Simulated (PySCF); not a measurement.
**C₆ coefficients of unlike pairs at MN15**

Calculated with PySCF 2.14 from the dipole response of each species, C₆(A,B) = (3/π) ∫ α_A(iu) α_B(iu) du, in atomic units, from isotropic polarisabilities. For ions this is the dispersion term alone; charge-induced terms of lower order in 1/R come first.

| species | configuration | basis | relativity | α (bohr³) | C₆ (like pair) |
| --- | --- | --- | --- | --- | --- |
| I³⁺ | [Kr] 4d10 5s2 5p2 (3P) | aug-cc-pVQZ-DK3 (9s8p6d3f2g) | spin-free X2C | 9.748 | 51.90 |
| Ag | [Kr] 4d10 5s1 (2S) | aug-cc-pwCVDZ-PP with ECP28MDF (6s6p5d3f) | core potential | 49.43 | 372.5 |
| Mg⁺ | [Ne] 3s1 (2S) | aug-cc-pVTZ (6s5p3d2f) | none | 33.89 | 143.0 |
| Bi | [Xe] 4f14 5d10 6s2 6p3 (4S) | def2-TZVPPD with the def2 core potential (60 electrons) (7s5p4d2f) | core potential | 50.23 | 594.6 |

(1) Estimate C₆ for Ag with I³⁺.

No spin-orbit coupling is included, so Bi, close to jj coupling, stand for model states.

The other pairs:

| pair | C₆ |
| --- | --- |
| Bi, I³⁺ | 165.9 |
| Bi, Mg⁺ | 274.5 |
| Bi, Ag | 464.1 |
| Mg⁺, I³⁺ | 67.65 |
| Mg⁺, Ag | 225.3 |

## Answers

(1) The integral gives 124.7. The combination rule 2 C_A C_B / (C_A α_B/α_A + C_B α_A/α_B) gives 114.9 and the geometric mean 139.1.
